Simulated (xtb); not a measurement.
SeFCl, SMILES F[Se]Cl. All values are semi-empirical tight-binding results from xtb (GFN2-xTB unless named), good for trends rather than for accurate numbers. Geometry optimised at GFN2-xTB.

Computed properties:
```
Quantity                                         Result
---------------------------------------  --------------
point group as xtb finds it                          Cs
orbital gap                                     2.66 eV
zero-point energy                          1.5 kcal/mol
G − E(el) at 298.15 K (modified RRHO)    -16.3 kcal/mol
static polarisability (D4 model)             45.6 bohr³
solvation energy, GFN2-xTB/ALPB(water)    -0.4 kcal/mol
solvation energy, GFN2-xTB/ALPB(ch2cl2)   -2.3 kcal/mol
```
